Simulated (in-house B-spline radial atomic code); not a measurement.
Values are calculated unless marked as measured or tabulated.
**neutral strontium at several levels of theory**

Ground configuration [Kr] 5s2. All numbers come from an all-electron radial atomic-structure program (B-spline basis), all electrons, at the radial basis limit. Mean-field, RPA, GW and linear-response runs are scalar-relativistic (one-electron X2C), no spin-orbit coupling, without Breit or QED terms, open shells spin-polarised at highest spin; the many-body runs on Dirac-Hartree-Fock orbitals are four-component, and their energies hold both.

**Ionisation energy.** The reference is 5.695 eV (NIST, measured).

```
                                       method  value (eV)  minus reference (eV)
             minus the highest LDA VWN5 level        3.64                 -2.06
       LDA VWN5, difference of total energies        5.87                 +0.17
                  minus the highest PBE level        3.53                 -2.17
            PBE, difference of total energies        5.70                 0.00
                                  G0W0 on PBE        5.73                 +0.04
                  exact exchange + RPA on PBE        6.12                 +0.43
          exact exchange + RPA + SOSEX on PBE        5.80                 +0.11
               minus the highest r2SCAN level        3.58                 -2.12
         r2SCAN, difference of total energies        5.43                 -0.27
                 minus the highest PBE0 level        4.05                 -1.65
           PBE0, difference of total energies        5.61                 -0.08
                                 G0W0 on PBE0        5.83                 +0.14
      minus the highest B3LYP (VWN-RPA) level        3.93                 -1.76
B3LYP (VWN-RPA), difference of total energies        5.76                 +0.07
            minus the highest CAM-B3LYP level        4.83                 -0.87
              minus the highest LC-wPBE level        5.58                 -0.11
         minus the highest Hartree-Fock level        4.93                 -0.76
   Hartree-Fock, difference of total energies        4.74                 -0.95
                         G0W0 on Hartree-Fock        5.80                 +0.10
            MP2, difference of total energies        5.65                 -0.04
        CI + MBPT for the two outer electrons        5.70                 +0.01
```

(1) Which methods come closest, and which lies farthest off?

**Static dipole polarisability and C6** of two like species, by linear response:

```
                                method  α (bohr³)  C6 (hartree·bohr⁶)
                              LDA VWN5      178.6                2760
                                   PBE      195.7                3146
                                  PBE0      202.9                3323
                       B3LYP (VWN-RPA)        187                2950
                             CAM-B3LYP      190.1                3029
                               LC-wPBE      222.5                3812
relativistic RPA (four-component TDHF)      232.6                4052
```

(2) What mean excitation energy do α and C6 imply in London's formula C6 = (3/4) α² ω?

(3) How do these compare with the recommended polarisability?

**Lowest terms** (eV, full linear response; a dash marks a state above the method's threshold or not assigned, «imaginary» a triplet instability of the closed-shell solution):

```tsv
method	5s → 5p 3P	5s → 4d 3D	5s → 5p 1P
LDA VWN5	1.897	1.811	2.889
PBE	1.542	1.529	2.766
PBE0	1.425	1.653	2.738
B3LYP (VWN-RPA)	1.806	1.817	2.820
CAM-B3LYP	1.723	1.949	2.820
LC-wPBE	1.022	1.782	2.642
TDHF	imaginary	1.810	2.549
BSE on G0W0@HF	2.006	3.060	3.404
CI + MBPT, average over J	1.824	2.181	2.688
measured, average over J (NIST)	1.823	2.263	2.690
```

(4) Which methods give these terms best?

Run times on one thread of shared hosts: mean field, RPA, SOSEX and G0W0 on PBE, for the atom and its ion, 14 s (Arm Neoverse N1); TDDFT with PBE, 2.1 s (Arm Neoverse N1); G0W0 and BSE, 21 s (Arm Neoverse N1); CI + MBPT, 120 s (Arm Neoverse V2).

Results:

(1) Closest: PBE, difference of total energies (0.00 eV) and CI + MBPT for the two outer electrons (+0.01 eV). Farthest: minus the highest PBE level (-2.17 eV). The PBE level misses by -2.2 eV while the PBE energy difference misses by 0.00 eV: the semilocal potential lacks the −1/r tail and the energy is convex in the electron number, but total energies at whole numbers are far better.

(2) LDA VWN5: ω = 0.115 hartree; relativistic RPA (four-component TDHF): ω = 0.100 hartree. A method that puts the excitations lower gives a larger α and a smaller ω.

(3) The recommended value is 197.2 bohr³ (Schwerdtfeger and Nagle, table of static dipole polarizabilities (2023 update)). The methods run from -9 % to +18 %; PBE is nearest (-1 %).

(4) Mean absolute differences from the measured values, for methods that give all terms: CI + MBPT, average over J 0.03 eV; CAM-B3LYP 0.18 eV; B3LYP (VWN-RPA) 0.20 eV; LDA VWN5 0.24 eV; PBE0 0.35 eV; PBE 0.36 eV; LC-wPBE 0.44 eV; BSE on G0W0@HF 0.56 eV.
